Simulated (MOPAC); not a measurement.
MOPAC input (PM7):

```
PM7 PRECISE GNORM=0.05 LET XYZ UHF MS=0.5 GEO-OK AUX(PRECISION=9) THREADS=1
HTe

Te   -0.00000000 1   -0.00000000 1   -0.03140517 1
H     0.00000000 1    0.00000000 1    1.63306904 1
```

From the last part of the output:

```
                                                       MOPAC v23.2.5 Linux

          FINAL HEAT OF FORMATION =         38.16998 KCAL/MOL =     159.70319 KJ/MOL

          COSMO AREA              =         74.51 SQUARE ANGSTROMS
          COSMO VOLUME            =         59.95 CUBIC ANGSTROMS

          GRADIENT NORM           =          0.04281          =       0.03027 PER ATOM
          IONIZATION POTENTIAL    =          7.541173 EV
          ALPHA SOMO LUMO (EV)    =         -8.111  3.584
          BETA  SOMO LUMO (EV)    =         -7.541 -0.455
          NO. OF ALPHA ELECTRONS  =          4
          NO. OF BETA  ELECTRONS  =          3
          MOLECULAR WEIGHT        =        128.6079         POINT GROUP:  C*v

          MOLECULAR DIMENSIONS (Angstroms)

            Atom       Atom       Distance
            H     2   Te     1     1.69194
            H     2   Te     1     0.00000
           Te     1    H     2     0.00000

          SCF CALCULATIONS        =          7

   ATOM   CHEMICAL          X               Y               Z
  NUMBER   SYMBOL      (ANGSTROMS)     (ANGSTROMS)     (ANGSTROMS)

     1      Te          0.00000000  *   0.00000000  *  -0.04513828  *
     2       H         -0.00000000  *   0.00000000  *   1.64680215  *

                             CARTESIAN COORDINATES

   1   Te        0.000000000     0.000000000    -0.045138283
   2    H       -0.000000000     0.000000000     1.646802153

           Empirical Formula: H Te  =     2 atoms

      MOLECULAR POINT GROUP   :   C*v

          ALPHA EIGENVALUES
 -46.24528 -11.52802  -9.18388  -8.11117   3.58415

           BETA EIGENVALUES
 -42.80987 -11.08563  -7.54117  -0.45497   3.85193

              NET ATOMIC CHARGES AND DIPOLE CONTRIBUTIONS

  ATOM NO.   TYPE          CHARGE      No. of ELECS.   s-Pop       p-Pop
    1         Te          -0.155861        6.1559     1.92663     4.22923
    2          H           0.155861        0.8441     0.84414
 DIPOLE           X         Y         Z       TOTAL
 POINT-CHG.    -0.000     0.000     1.267     1.267
 HYBRID        -0.000    -0.000     1.323     1.323
 SUM           -0.000     0.000     2.589     2.589

          ATOMIC ORBITAL ELECTRON POPULATIONS

     Atom    s        px        py        pz
    1 Te   1.92663   2.00000   1.00000   1.22923
    2  H   0.84414

                    (SZ)    =    0.500000
                    (S**2)  =    0.751283

          ATOMIC ORBITAL SPIN POPULATIONS

    Atom   Total    s     px     py     pz
         Atomic
    1 Te  1.0351  0.005  0.000  1.000  0.030
    2  H -0.0351 -0.035

 **********************
 *                    *
 * JOB ENDED NORMALLY *
 *                    *
 **********************

 == MOPAC DONE ==
```
